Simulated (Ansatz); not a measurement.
`[CH3][GaH][Cl]` + `COCC#N` → `[CH3][Ga]([Cl])[C]#N` + `COC`  (formal exchange of groups at a Ga–H bond)

Computed with Ansatz on PBE0-D4/def2-TZVP structures; ΔE is electronic, products minus reactants. CCSD(T)/CBS adds triple-zeta CCSD(T) − MP2 to the extrapolated MP2 energy (def2 sets, frozen cores). This one scheme is used for every species. DFT in def2-TZVPP. For Ga outer-core shells are correlated without core-valence functions, which leaves a few kJ/mol of doubt a bond. Scalar relativity is left out up to krypton. One conformer a species, not always the lowest.

CCSD(T)/CBS gives -62.1 kJ/mol.

**Question.** Another level gave -53.9 kJ/mol. Which?
A. PBE/def2-TZVPP
B. r2SCANh-D4/def2-TZVPP
C. HF/def2-TZVPP
D. LDA (SPW92)/def2-TZVPP

**Answer.** B. r2SCANh-D4 -53.9, PBE -49.3, HF/def2-TZVPP -63.3, LDA (SPW92) -36.4 kJ/mol.

Largest T1 diagnostic among the species: 0.012.

At CCSD(T), def2-SVP lies +3.9 kJ/mol from the extrapolated value and def2-TZVPP −2.3 kJ/mol. Leaving LDA and LC-ωPBE aside and taking each functional with its dispersion term where it has one, the values, not all of them listed here, spread over 12.2 kJ/mol, from B2PLYP to B97M-V. LDA lies +12.9 kJ/mol from PBE without D4.
